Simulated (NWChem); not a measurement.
Species: CH$_{3}$Cl$_{2}$Ga; SMILES [CH3][Ga]([Cl])[Cl]

All runs: NWChem. The geometry was optimised at B3LYP/6-31G* (spherical d). Total energies compare along this basis series because the functional is fixed.

```
level            basis functions  energy (Ha)  highest occupied level (eV)  orbital gap (eV)  dipole (D)
---------------  ---------------  -----------  ---------------------------  ----------------  ----------
PBE/pcseg-1                   92   -2884.3165                        -7.55              5.38        3.10
PBE/aug-pcseg-1              140   -2884.3225                        -7.56              5.36        2.94
PBE/pcseg-2                  183   -2884.6735                        -7.52              5.39        2.98
PBE/def2-SVP                  97   -2883.9926                        -7.26              5.37        2.78
```
